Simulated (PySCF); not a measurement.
## Stretching TeN

Set-up: Te cc-pVTZ-PP with ECP28, N cc-pVTZ; scalar-relativistic core potentials (PySCF 2.14). Energies in eV from Te + N in their ground configurations at the same level. All curves are PBE0. state 1: ²Π (doublet), unpaired electrons π ↑; state 2: ⁴Π (quartet), unpaired electrons π ↑↑↑, a second solution, started from another occupation; state 3: Ms = 0.5 determinant of mixed spin (⟨S²⟩ near 1.8), unpaired electrons π ↑↑↓, a mixture of terms (⟨Lz²⟩ = 3.0), a second solution, started from another occupation; state 4: sextet, unpaired electrons σ ↑, π ↑↑↑↑, a second solution, started from another occupation.

```json
{"R (Å)": "1.610", "state 1": "-1.143", "state 2": "1.908", "state 3": "2.3763", "state 4": "8.7714"}
{"R (Å)": "1.685", "state 1": "-2.040", "state 2": "0.511", "state 3": "0.9871", "state 4": "6.7447"}
{"R (Å)": "1.760", "state 1": "-2.498", "state 2": "-0.411", "state 3": "0.0751", "state 4": "5.2247"}
{"R (Å)": "1.816", "state 1": "-2.640", "state 2": "-0.872", "state 3": "-0.3777", "state 4": "4.3333"}
{"R (Å)": "1.872", "state 1": "-2.669", "state 2": "-1.184", "state 3": "-0.6820", "state 4": "3.6032"}
{"R (Å)": "1.928", "state 1": "-2.622", "state 2": "-1.381", "state 3": "-0.8704", "state 4": "3.0022"}
{"R (Å)": "2.003", "state 1": "-2.482", "state 2": "-1.509", "state 3": "-0.9861", "state 4": "2.3589"}
{"R (Å)": "2.097", "state 1": "-2.236", "state 2": "-1.514", "state 3": "-0.9773", "state 4": "1.7441"}
{"R (Å)": "2.209", "state 1": "-1.891", "state 2": "-1.378", "state 3": "-0.8233", "state 4": "1.2068"}
{"R (Å)": "2.359", "state 1": "-1.426", "state 2": "-1.068", "state 3": "-0.4880", "state 4": "0.7245"}
```

Q: Put a parabola through the three lowest points of the state 1 curve and estimate Re, k and ωe (reduced mass 12.64 u; 1 eV/Å² = 0.16022 mdyn/Å; ωe = 1302.8·√(k/μ) cm⁻¹).

A: Through R = 1.816, 1.872, 1.928 Å the second-order coefficient is 12.1 eV/Å², so Re ≈ 1.865 Å, k ≈ 3.88 mdyn/Å and ωe ≈ 722 cm⁻¹. A polynomial fit of higher order to the unrounded PBE0 energies gives Re = 1.861 Å, k = 4.16 mdyn/Å, ωe = 748 cm⁻¹; anharmonicity and rounding make the difference.

The higher-order fit for each curve: state 1: Re = 1.861 Å, ωe = 748 cm⁻¹, De = 2.67 eV; state 2: Re = 2.052 Å, ωe = 581 cm⁻¹, minimum 1.53 eV below the ground-state fragments; state 3: Re = 2.042 Å, ωe = 594 cm⁻¹, minimum 1.00 eV below the ground-state fragments. State 4 gave no clean fit.

⟨S²⟩ is raised (TeN 0.93), so spin contamination touches these numbers. ⟨S²⟩ of the unrestricted solution departs from its pure value on part of the curve, where spin states mix. These are scalar-relativistic numbers at best; spin–orbit coupling would shift them, the dissociation energy most. The state was picked by a PBE0 search and need not be the measured ground state.
